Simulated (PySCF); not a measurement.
**Levels of Pb⁶³⁺ from EOM-EA-GCCSD**

Reference: closed-shell Pb⁶⁴⁺, [Ar]; one electron is added. Calculated with PySCF 2.14, two-component X2C-1e with screened spin-orbit coupling, an even-tempered Gaussian basis (17 s from 7.4 bohr⁻², ratio 2.6; 14 p from 9.7 bohr⁻², ratio 2.6; 5 d from 9.9 bohr⁻², ratio 2.8; 3 f from 150 bohr⁻², ratio 2.8); frozen [Ne]; the 58 highest virtual spinors dropped; of the others 54 kept and the rest restored at second order. No Breit or QED terms. Binding energies in eV.

```
level  Koopmans  second order  EOM-CCSD
3d3/2    6917.0        6918.3    6918.1
3d5/2    6794.6        6795.6    6795.3
```

For comparison, the ionisation energy of Pb⁶³⁺ is 6924 ± 19 eV (theoretical estimate listed by NIST; NIST Atomic Spectra Database, ionization energies).

Only part of the computed levels is shown.
